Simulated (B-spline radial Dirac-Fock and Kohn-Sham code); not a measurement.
Two-hole binding energies of W¹⁵⁺

System: tungsten as W¹⁵⁺, configuration [Kr] 4d10 4f11 5s2.

Model: ΔSCF Dirac-Fock with Breit, self-energy and vacuum polarisation, finite nucleus, configuration average. Program: a radial B-spline solver. U is the two-hole binding energy less the two single-hole energies, the effective repulsion of the holes after relaxation. Each two-hole energy is an average over J within one jj subconfiguration.

```tsv
holes	E(a) (eV)	E(b) (eV)	E(ab) (eV)	U (eV)
1s⁻¹ 2p1/2⁻¹	69877.7	11898.2	82204.1	428.2
1s⁻¹ 2p3/2⁻¹	69877.7	10560.6	80792.4	354.0
1s⁻¹ 3d3/2⁻¹	69877.7	2224.2	72219.3	117.4
1s⁻¹ 3d5/2⁻¹	69877.7	2161.7	72152.5	113.1
2s⁻²	12461.8	12461.8	25161.5	237.9
2p1/2⁻²	11898.2	11898.2	24099.2	302.9
2p3/2⁻²	10560.6	10560.6	?	?
2p1/2⁻¹ 3d5/2⁻¹	11898.2	2161.7	14173.4	113.4
2p3/2⁻¹ 3s⁻¹	10560.6	3178.9	13842.9	103.4
2p3/2⁻¹ 3d5/2⁻¹	10560.6	2161.7	12831.7	109.4
3p1/2⁻²	2929.9	2929.9	5946.6	86.8
3p1/2⁻¹ 3p3/2⁻¹	2929.9	2636.8	5643.9	77.1
3p3/2⁻²	2636.8	2636.8	5350.1	76.5
4d3/2⁻¹ 4d5/2⁻¹	594.3	581.2	1215.5	39.9
```

Task: Give the missing two-hole energy and U.

Result: E(ab) = 21371.3 eV and U = 250.1 eV.

Values without a named source are computed, but for edge energies of neutral atoms, which are taken from tables.
